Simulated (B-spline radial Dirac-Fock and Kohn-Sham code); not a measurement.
Photoemission from Hg at Ga Kα (9251.7 eV), detector at θ = 54.7°, φ = 180°

System: atomic mercury in the configuration [Xe] 4f14 5d10 6s2. Level of theory: Dirac-Hartree-Slater photoionisation with a Latter tail; cross sections with all multipoles, angular parameters from the dipole term and its interference with E2; a radial atomic solver. Thresholds are tabulated edges, those marked * orbital energies of the model. For linearly polarised light dσ/dΩ = σ/(4π) [1 + β P₂(cos θ) + (δ + γ cos²θ) sin θ cos φ], with θ from the polarisation vector and φ the angle between the beam and the projection of the electron momentum on the plane normal to the polarisation. The dipole factor is 1 + βP₂ and the non-dipole term is the rest of the bracket. Open shells are filled statistically over j.

```
subshell  threshold (eV)  σ (kb)     β      γ       δ  dipole factor  non-dipole term  dσ/dΩ (kb/sr)
      3s          3562.0    4.90  1.92  -0.07  -0.003          1.002           +0.022          0.399
   3p1/2          3279.0    6.45  1.59   0.21   0.003          1.001           -0.060          0.483
   3p3/2          2847.0    11.3  1.70   0.30   0.026          1.001           -0.104          0.806
   3d3/2          2385.0    6.44  1.27   1.20   0.154          1.001           -0.452          0.281
   3d5/2          2295.0    8.40  1.15   1.22   0.169          1.001           -0.471          0.355
      4s           802.2    1.35  1.93  -0.17  -0.003          1.002           +0.049          0.113
   4p1/2           680.2    1.56  1.62   0.41   0.000          1.001           -0.113          0.110
   4p3/2           576.6    2.63  1.73   0.51   0.022          1.002           -0.157          0.177
   4d3/2           378.2    1.32  1.26   1.33   0.135          1.001           -0.473         0.0553
   4d5/2           358.8    1.71  1.12   1.32   0.157          1.001           -0.488         0.0697
   4f5/2           104.0   0.142  0.74   1.54   0.404          1.001           -0.750        0.00284
   4f7/2           99.90   0.172  0.71   1.52   0.418          1.001           -0.754        0.00338
      5s           127.0   0.287  1.93  -0.17  -0.003          1.002           +0.050         0.0240
   5p1/2           83.10   0.286  1.62   0.46   0.000          1.001           -0.125         0.0199
   5p3/2           64.50   0.459  1.74   0.56   0.021          1.002           -0.168         0.0304
   5d3/2          15.37*   0.137  1.26   1.35   0.132          1.001           -0.476        0.00571
   5d5/2          13.32*   0.170  1.12   1.33   0.155          1.001           -0.490        0.00690
      6s           9.25*  0.0267  1.93  -0.17  -0.003          1.002           +0.050        0.00224
```

Values without a named source are computed, but for edge energies of neutral atoms, which are taken from tables.
